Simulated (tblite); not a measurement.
C6H17NSi.
Numbering: `[CH3:1][CH2:2][NH:3][SiH2:4][C@@H:5]([CH3:6])[CH2:7][CH3:8]` (hydrogens: H9, H10, H11 on C1; H12, H13 on C2; H14 on N3; H15, H16 on Si4; H17 on C5; H18, H19, H20 on C6; H21, H22 on C7; H23, H24, H25 on C8)

Cartesian coordinates in Å at the GFN2-xTB level; atoms count from 1:
```xyz
25
C6H17NSi angstrom
C      3.071    1.075    1.049
C      2.818    0.103   -0.101
N      1.430    0.029   -0.487
Si     0.306   -0.977    0.333
C     -1.384   -0.708   -0.504
C     -2.147   -2.028   -0.547
C     -2.244    0.347    0.194
C     -1.607    1.730    0.208
H      2.771    2.082    0.766
H      4.126    1.086    1.311
H      2.494    0.774    1.920
H      3.127   -0.901    0.196
H      3.415    0.403   -0.970
H      1.104    0.910   -0.857
H      0.809   -2.342    0.147
H      0.149   -0.764    1.788
H     -1.229   -0.382   -1.537
H     -1.594   -2.776   -1.109
H     -3.123   -1.901   -1.017
H     -2.304   -2.408    0.460
H     -2.437    0.029    1.221
H     -3.212    0.410   -0.314
H     -1.386    2.056   -0.807
H     -2.281    2.456    0.660
H     -0.682    1.722    0.781
```

Method: GFN2-xTB as coded in tblite; computed harmonic values from a numerical Hessian at the method's own geometry, unscaled. Against measured fundamentals such values can be off by several per cent, at times by over 20. Modes of hydrogen on silicon can be 10 to 20 % off. One conformer, not necessarily the lowest.

Harmonic wavenumbers (cm⁻¹): 40.8, 48.3, 98.9, 108.4, 128.6, 199.8, 217.3, 233.3, 246.4, 269.6, 325.2, 349.1, 405.6, 446.9, 522.6, 533.4, 591.8, 672.5, 753.5, 799.1, 832.4, 838.4, 854.1, 912.9, 980.2, 985.2, 1033.4, 1065.2, 1069.0, 1080.1, 1100.2, 1125.3, 1170.9, 1179.1, 1245.5, 1249.3, 1291.6, 1312.6, 1327.2, 1355.7, 1376.2, 1400.9, 1411.3, 1422.7, 1485.3, 1492.9, 1502.1, 1504.8, 1506.2, 1509.4, 1514.4, 1518.0, 2119.8, 2227.6, 2915.4, 2923.0, 2933.4, 2969.0, 2983.8, 2993.7, 3017.3, 3022.0, 3022.7, 3025.0, 3028.3, 3037.9, 3038.8, 3043.4, 3435.9.

A = 2546, B = 896.6, C = 728.8 MHz; mass 131.113 u (most abundant isotopes); point group C1, symmetry number 1.

Problem. Zero-point energy?

Solution. Half the sum of the wavenumbers: 48190 cm⁻¹ = 137.78 kcal/mol.

Problem. Entropy at 298.15 K, 1 bar (ideal gas, RRHO, classical rotation)?

Solution. Translation 40.55, rotation 29.65, vibration 37.51: S = 107.7 cal/(mol K).

Problem. And Cp and H(298.15 K) − H(0)?

Solution. Cp = 45.59 cal/(mol K), of which vibrations give 37.64 (their classical limit is 69 R = 137.1); H(298.15 K) − H(0) = 8.17 kcal/mol without the zero-point energy, 5.80 from vibrations.

Problem. Which modes carry the vibrational entropy at 298.15 K?

Solution. 40.8 cm⁻¹: 5.22; 48.3 cm⁻¹: 4.89; 98.9 cm⁻¹: 3.48; 108.4 cm⁻¹: 3.30; 128.6 cm⁻¹: 2.97; 199.8 cm⁻¹: 2.13 cal/(mol K); the other 63 give 15.53 together.

Problem. How do the functions run with temperature in this model?

Solution. 
```csv
T (K),S (cal/(mol K)),Cp (cal/(mol K)),H − H(0) (kcal/mol),G − H(0) (kcal/mol),ln q(vib)
50,60.5,14.7,0.54,-2.48,0.79
100,73.0,22.1,1.47,-5.83,2.40
373.15,118.9,54.8,11.94,-32.44,11.53
500,137.0,69.2,19.83,-48.69,15.61
750,169.4,90.4,39.95,-87.09,23.42
1000,197.5,104.8,64.47,-133.03,30.78
```

q(vib) and H(0) count from the zero-point level.

Hindered rotation and anharmonicity are outside this model. Other conformers, if any are populated, would add a mixing term that is left out. The structure is chiral; the term R ln 2 for an equal mix with its mirror image is left out.

On one thread of an Arm Neoverse N1, shared host with 64 logical CPUs at a one-minute load of 57, this took 1.9 s. This covers the Hessian and the dipole derivatives.
